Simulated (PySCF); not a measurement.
**How methods differ on the excitation energy of As²⁺**

As²⁺ [Ar] 3d10 4s2 4p1 (2P) → As²⁺ [Ar] 3d10 4s1 4p1 4d1 (high-spin determinant), as a difference of total energies. Computed with PySCF 2.14 in dyall-av2z, with the non-relativistic Hamiltonian (point nucleus). Correlated levels: valence: [Ar] 3d10 frozen; virtual orbitals above 40 to 60 times the deepest correlated orbital energy dropped. The calculations carry no spin-orbit coupling.

| method | excitation energy (eV) |
| --- | --- |
| UHF | 20.451 |
| MP2 (valence) | 21.275 |
| SCS-MP2 (valence) | 21.526 |
| CCSD (valence) | 20.883 |
| CCSD(T) (valence) | 20.713 |

**Question.** How much does correlation contribute at CCSD(T) (valence)?

**Answer.** 20.713 − (20.451) = 0.262 eV, measured against UHF.

A first-order spin-orbit estimate (lowest level to lowest level, LS coupling) adds 0.037 eV.

The promoted electron is Rydberg-like, and one or two diffuse shells describe it only roughly, which tends to raise the upper state.

The coupled-cluster amplitudes are large for the upper state (T1 above 0.03 or a double amplitude above 0.15), so a single reference is strained.

The determinant of the upper state mixes LS terms, which raises its energy above the lowest term, most at the Hartree-Fock and MP2 levels.
